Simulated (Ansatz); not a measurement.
Gas-phase electronic energies from Ansatz, PBE0-D4/def2-TZVP geometries. CCSD(T)/CBS is the MP2 limit (def2-TZVPP, def2-QZVPP) plus CCSD(T) − MP2 in def2-TZVPP, frozen cores. This one scheme is used for every species. Functionals use def2-TZVPP. One conformer a species, not always the lowest.

Reaction (ligand exchange at the Si–C bond): `C=C[Si](F)(F)F` + CH₃NH₂ → `CN[Si](F)(F)F` + ethylene

**Question.** Is it downhill or uphill in electronic energy at CCSD(T)/CBS, and by how much? (Best estimate.)

**Answer.** The calculation gave: Downhill: ΔE = -64.0 kJ/mol.

**Question.** What do these levels give: LDA (SPW92), r2SCAN0-D4, ωB97X-V, PBE-QIDH, PBE0, r2SCANh, CAM-B3LYP, HF/def2-SVP, CCSD/def2-SVP, SCS-MP2/def2-TZVPP, CCSD/def2-TZVPP, CCSD(T)/def2-TZVPP? (Best estimate.)

**Answer.** The calculation gave: LDA (SPW92) -61.7, r2SCAN0-D4 -65.5, ωB97X-V -62.9, PBE-QIDH -63.7, PBE0 -59.4, r2SCANh -63.7, CAM-B3LYP -66.7, HF/def2-SVP -68.9, CCSD/def2-SVP -64.1, SCS-MP2/def2-TZVPP -65.1, CCSD/def2-TZVPP -65.5, CCSD(T)/def2-TZVPP -63.6 kJ/mol.

Largest T1 diagnostic among the species: 0.012.

In def2-TZVPP, CCSD(T) changes the Hartree–Fock value by +8.8 kJ/mol (the triples alone add +1.9 kJ/mol) and MP2 by +7.7 kJ/mol. From BLYP to BHLYP (50 % exact exchange), in def2-TZVPP and without D4, ΔE moves by −9.6 kJ/mol. Leaving LDA and LC-ωPBE aside and taking each functional with its dispersion term where it has one, the values, not all of them listed here, spread over 14.1 kJ/mol, from BHLYP-D4 to revPBE-D4. LDA lies −7.1 kJ/mol from PBE without D4.
